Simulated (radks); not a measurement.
The numbers below are computed, except where a source is named.
Neutral chlorine, configuration [Ne] 3s2 3p5.

Code: a radial shooting solver on a logarithmic mesh with Libxc functionals. Model: non-relativistic Kohn-Sham, SOGGA, spin-polarised, spherical densities, point nucleus; open shells are filled with parallel spins first.

Energy parts (hartree):
| part | energy |
|---|---|
| total | -459.16685 |
| kinetic | 458.60400 |
| electron-nucleus | -1093.44656 |
| Hartree | 202.82544 |
| exchange-correlation | -27.14973 |

Orbitals (lengths in bohr, moments of r in powers of bohr):
| orbital | occ. | eigenvalue (hartree) | <1/r> |
|---|---|---|---|
| 1s up | 1 | -100.5394 | 16.53 |
| 1s down | 1 | -100.5333 | 16.53 |
| 2s up | 1 | -9.20162 | 3.281 |
| 2s down | 1 | -9.19579 | 3.281 |
| 2p up | 3 | -7.02930 | 3.196 |
| 2p down | 3 | -7.02129 | 3.196 |
| 3s up | 1 | -0.76477 | 0.8969 |
| 3s down | 1 | -0.72934 | 0.8943 |
| 3p up | 3 | -0.32680 | 0.7480 |
| 3p down | 2 | -0.29459 | 0.7398 |

The highest occupied level is 3p down at -8.016 eV. For comparison, the ionisation energy in NIST's Atomic Spectra Database is 12.968 eV (measured). In exact Kohn-Sham theory the highest level is minus the ionisation energy, but local and semilocal functionals leave it too shallow, through self-interaction and a potential that decays too fast; potentials with the right tail come closer. The spin density at the nucleus is -0.0233 e/bohr^3 (1s -0.1067, 2s 0.0282, 3s 0.0553), a Fermi contact field of -1.22 T. The density falls to 0.001 e/bohr^3 at r = 3.90 bohr. Virial ratio -V/T = 2.00123. Spin moment in Bohr magnetons: 1. Summed over all electrons, <r^2> = 27.77 bohr^2, which gives a Langevin (diamagnetic) susceptibility term of -22 x 10^-6 cm^3/mol.
